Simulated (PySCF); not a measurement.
Species: C₈H₁₂OSi.
Z-matrix (Å and degrees, GFN2-xTB geometry), rows numbered from 1:
```
C 
C   1  1.3614
O   2  1.3392  1  110.74
C   3  1.3551  2  107.75  1     0.09
Si  4  1.8734  3  116.64  2  -179.91
C   5  1.9057  4  112.72  3   170.69
C   6  1.5293  5  103.98  4   133.18
C   7  1.5257  6  107.97  5   -39.49
C   8  1.5315  7  108.13  6    52.04
C   4  1.3696  3  109.01  2    -0.14
H   1  1.0710  2  127.00  3   179.95
H   2  1.0726  1  131.82  3   179.88
H   5  1.4691  4  109.03  3    43.00
H   6  1.0875  5  114.36  4  -105.79
H   6  1.0900  5  111.12  4    15.39
H   7  1.0921  6  111.64  5  -161.84
H   7  1.0920  6  109.29  5    78.92
H   8  1.0920  7  111.07  6   174.65
H   8  1.0922  7  108.83  6   -66.72
H   9  1.0903  5  110.31  4   137.61
H   9  1.0886  5  114.88  4    16.77
H  10  1.0708  1  126.80  2   179.97
```

NICS = −σ at a ghost point: NICS(0) at the centroid of the ring atoms, NICS(1) 1 Å to either side along the normal of their mean plane, zz for the tensor component along that normal. Level: GIAO PBE0/pcSseg-1 (PySCF, non-relativistic, gas phase) on the GFN2-xTB geometry, one conformer.

Ring bond lengths (Å), with Mayer bond orders in brackets: C1–C2 1.361 (1.58), C2–O3 1.339 (1.10), O3–C4 1.355 (1.00), C4–C10 1.370 (1.56), C10–C1 1.412 (1.28); Si5–C6 1.906 (0.92), C6–C7 1.529 (1.03), C7–C8 1.526 (1.03), C8–C9 1.532 (1.03), C9–Si5 1.911 (0.90).

**Question.** Give the NICS values of each ring in ppm.

**Answer.** 
```tsv
ring	type	NICS(0)	NICS(1), two faces	NICS(1)zz, two faces	rms pucker (Å)	centre to ring atoms, mean (Å)
C1–C2–O3–C4–C10	5-membered ring with O; formal bonds all aromatic	-11.8	-10.8 / -10.9	-27.5 / -28.1	0.00	1.16
Si5–C6–C7–C8–C9	5-membered ring with Si; formal bonds all single	-4.7	-4.1 / -3.7	-3.5 / -2.3	0.20	1.40
```

**Question.** What do they say, and how far can they be read as aromaticity?

**Answer.** 
- C1–C2–O3–C4–C10: mean NICS(1)zz -27.8 ppm, shielded. The ring is flat and has no four-coordinate atom; by the NICS criterion it is aromatic.
- Si5–C6–C7–C8–C9: mean NICS(1)zz -2.9 ppm, near zero. Si5, C6, C7, C8, C9 have four or more neighbours, and the NICS criterion for π rings isn't applied.

**Question.** What does the geometric index give? HOMA = 1 − mean of α(R − Ropt)² over the ring bonds, with Krygowski's 1993 parameters (CC: Ropt 1.388 Å, α 257.7 Å⁻²; CO: Ropt 1.265 Å, α 157.38 Å⁻²).

**Answer.** 
- C1–C2–O3–C4–C10: HOMA 0.49; the largest term is that of O3–C4, α(R − Ropt)² = 1.28.
